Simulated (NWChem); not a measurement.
System meant: GeSiH5OF; SMILES [SiH2]([O][GeH3])F

Input file for NWChem:

```
start job
memory heap 200 mb stack 900 mb global 1100 mb
geometry units angstroms noautoz
  Si    -0.441215     1.774702    -0.061217
  F      1.081040     2.237762     0.264426
  O     -0.640230     0.204279     0.354511
  Ge     0.109465    -1.369643    -0.034575
  H     -0.635721     1.979115    -1.523046
  H     -1.358064     2.601129     0.761420
  H      1.266882    -1.596813     0.948739
  H     -1.002241    -2.411379     0.143463
  H      0.611717    -1.321738    -1.489363
end
basis spherical
  * library def2-svp
end
dft
  odft
  mult 2
  xc b3lyp
  iterations 150
  mulliken
end
task dft energy
```

End of the output:

```
                                 NWChem DFT Module
                                 -----------------

 Summary of "ao basis" -> "ao basis" (spherical)
 ------------------------------------------------------------------------------
       Tag                 Description            Shells   Functions and Types
 ---------------- ------------------------------  ------  ---------------------
 Si                         def2-svp                 8       18   4s3p1d
 F                          def2-svp                 6       14   3s2p1d
 O                          def2-svp                 6       14   3s2p1d
 Ge                         def2-svp                12       32   5s4p3d
 H                          def2-svp                 3        5   2s1p

 Summary of "ao basis" -> "ao basis" (spherical)
 ------------------------------------------------------------------------------
       Tag                 Description            Shells   Functions and Types
 ---------------- ------------------------------  ------  ---------------------
 Si                         def2-svp                 8       18   4s3p1d
 F                          def2-svp                 6       14   3s2p1d
 O                          def2-svp                 6       14   3s2p1d
 Ge                         def2-svp                12       32   5s4p3d
 H                          def2-svp                 3        5   2s1p

  number of electrons :                   68
  multiplicity        :                    2
 ------------------------------------------------------------------------
  no. of electrons and multiplicity not compatible                  68
 ------------------------------------------------------------------------
 ------------------------------------------------------------------------
  current input line :
    24: task dft energy
 ------------------------------------------------------------------------
 ------------------------------------------------------------------------
 There is an error in the input file
 ------------------------------------------------------------------------
 For more information see the NWChem manual at https://nwchemgit.github.io

0: no. of electrons and multiplicity not compatible:Received an Error in Communication
```

Question: What is wrong, and how is it mended?

Answer: The input was rejected before any calculation. Cause: the multiplicity doesn't fit the number of electrons (an even count wants an odd multiplicity, and the reverse). This input runs:
```
start job
memory heap 200 mb stack 900 mb global 1100 mb
geometry units angstroms noautoz
  Si    -0.441215     1.774702    -0.061217
  F      1.081040     2.237762     0.264426
  O     -0.640230     0.204279     0.354511
  Ge     0.109465    -1.369643    -0.034575
  H     -0.635721     1.979115    -1.523046
  H     -1.358064     2.601129     0.761420
  H      1.266882    -1.596813     0.948739
  H     -1.002241    -2.411379     0.143463
  H      0.611717    -1.321738    -1.489363
end
basis spherical
  * library def2-svp
end
dft
  xc b3lyp
  iterations 150
  mulliken
end
task dft energy
```
It converges to -2544.25343 Ha (B3LYP/def2-SVP).
